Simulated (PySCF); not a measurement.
Level of theory: TPSSh-D3(BJ)/def2-TZVP // CAM-B3LYP-D3(BJ)/def2-TZVP (PySCF). Gas-phase values, no solvent. Excitations are Tamm–Dancoff values on a coarser integration grid. The basis has no diffuse functions, so Rydberg states are missing or too high.

Reference species (SMILES): `C=C1C=C1` (neutral, multiplicity 1).

| Item | Result |
|---|---|
| T1 excitation (TDA) | 3.19 eV |
| S1–T1 gap (TDA) | 1.02 eV |
| HOMO | -5.37 eV |
| S1 excitation (TDA) | 4.20 eV |

Changed species: `C1=CC=C1`.

Problem. What does the change do to the T1 excitation (TDA), S1–T1 gap (TDA), HOMO and S1 excitation (TDA)?

Solution. the T1 excitation (TDA) falls by 1.94 eV, to 1.25 eV; the S1–T1 gap (TDA) increases by 0.75 eV, to 1.77 eV; the HOMO increases by 0.43 eV, to -4.94 eV; the S1 excitation (TDA) falls by 1.19 eV, to 3.01 eV.
